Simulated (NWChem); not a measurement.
System meant: InHSF$_{2}$; SMILES [F][In]([F])[SH]

The following NWChem deck was run.

```
start job
memory heap 200 mb stack 900 mb global 1100 mb
geometry units angstroms noautoz
  In     0.074900     0.266511     0.000000
  F     -1.301961     1.638754     0.000000
  F      1.894551     0.963062     0.000000
  S     -0.357093    -2.061754     0.000000
  H      0.967097    -2.342173     0.000000
end
basis spherical
  In library def2-svp
  F library def2-svp
  S library def2-svp
  H library def2-svp
end
ecp
  In library def2-ecp
end
dft
  xc pbe0
  iterations 4
  mulliken
end
task dft energy
```

End of the output:

```
    Atom       Charge   Shell Charges
 -----------   ------   -------------------------------------------------------
    1 In  21    20.50   1.37  0.54  0.62  0.31  3.03  2.84  0.91  0.39  9.43  1.06
    2 F    9     9.30   1.98  1.03  0.80  3.19  2.29  0.00
    3 F    9     9.30   1.98  1.03  0.81  3.19  2.30  0.00
    4 S   16    15.92   2.00  1.95  0.99  0.67  5.81  1.85  2.60  0.05
    5 H    1     0.98   0.60  0.29  0.08

 center of mass
 --------------
 x =  -0.01384589 y =   0.09291551 z =   0.00000000

 moments of inertia (a.u.)
 ------------------
         785.786644940232           0.000000000000           0.000000000000
           0.000000000000         367.936880350436           0.000000000000
           0.000000000000           0.000000000000        1153.723525290668

     Multipole analysis of the density
     ---------------------------------

     L   x y z        total         alpha         beta         nuclear
     -   - - -        -----         -----         ----         -------
     0   0 0 0      0.000000    -28.000000    -28.000000     56.000000

     1   1 0 0      0.289694     -0.208879     -0.208879      0.707453
     1   0 1 0     -0.985140      6.218924      6.218924    -13.422987
     1   0 0 1     -0.000000     -0.000000     -0.000000      0.000000

     2   2 0 0    -38.357271   -107.808541   -107.808541    177.259812
     2   1 1 0     -1.807198      1.206338      1.206338     -4.219874
     2   1 0 1     -0.000000     -0.000000     -0.000000      0.000000
     2   0 2 0    -37.222291   -212.574544   -212.574544    387.926797
     2   0 1 1     -0.000000     -0.000000     -0.000000      0.000000
     2   0 0 2    -31.603042    -15.801521    -15.801521      0.000000

 ------------------------------------------------------------------------
 dft energy failed                                                                                  0
 ------------------------------------------------------------------------
 ------------------------------------------------------------------------
  current input line :
    24: task dft energy
 ------------------------------------------------------------------------
 ------------------------------------------------------------------------
 This type of error is most commonly associated with calculations not reaching convergence criteria
 ------------------------------------------------------------------------
 For more information see the NWChem manual at https://nwchemgit.github.io

0:dft energy failed:Received an Error in Communication
```

Problem. What is wrong, and how is it mended?

Solution. The run did not converge; its last values are not results. Cause: the SCF was allowed too few iterations. This input runs:
```
start job
memory heap 200 mb stack 900 mb global 1100 mb
geometry units angstroms noautoz
  In     0.074900     0.266511     0.000000
  F     -1.301961     1.638754     0.000000
  F      1.894551     0.963062     0.000000
  S     -0.357093    -2.061754     0.000000
  H      0.967097    -2.342173     0.000000
end
basis spherical
  * library def2-svp
end
ecp
  In library def2-ecp
end
dft
  xc pbe0
  iterations 150
  mulliken
end
task dft energy
```
It converges to -788.07412 Ha (PBE0/def2-SVP with def2 effective core potentials on In).
